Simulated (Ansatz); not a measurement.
Ligand exchange: SiH(CH3)2Br + AlH2Br → SiH2(CH3)2 + AlHBr2

Species: SiH(CH3)2Br, singlet; AlH2Br `[AlH2][Br]`, singlet; SiH2(CH3)2 (dimethylsilane), singlet; AlHBr2 `[Br][AlH][Br]`, singlet. The partners trade Br for H: Si–Br and Al–H bonds give way to Si–H and Al–Br.

Shapes, held fixed at every level: PBE0-D4/def2-TZVP. Programs: Ansatz 0.2.0. The zero-point and thermal change to 298 K, harmonic and unscaled (PBE0-D4/def2-TZVP), is +3.4 kJ/mol.

Estimate ΔH(298 K) of this reaction.

The highest level, CCSD(T)/def2-TZVPP, gives ΔH(298 K) = -55.0 kJ/mol; the levels span -63.0 to -51.2. The column of differences is taken from that level and isn't an error. No measured value is set beside it here. Relativity is left out for Br. Outer-core shells of Br are correlated in most correlated rows, in sets that cover them unevenly.

```
               level                    kind  ΔH(298 K) (kJ/mol)  less CCSD(T)/def2-TZVPP
   PBE-D4/def2-TZVPP                     GGA               -51.5                     +3.5
r2SCAN-D4/def2-TZVPP                meta-GGA               -55.0                      0.0
 BHLYP-D4/def2-TZVPP           global hybrid               -54.1                     +0.9
  PBE0-D4/def2-TZVPP           global hybrid               -52.2                     +2.8
  wB97X-V/def2-TZVPP  range-separated hybrid               -51.2                     +3.8
   B2PLYP/def2-TZVPP           double hybrid               -55.5                     -0.5
       CCSD/def2-SVP   coupled cluster or CI               -63.0                     -8.0
  CCSD(T)/def2-TZVPP   coupled cluster or CI               -55.0                      0.0
```
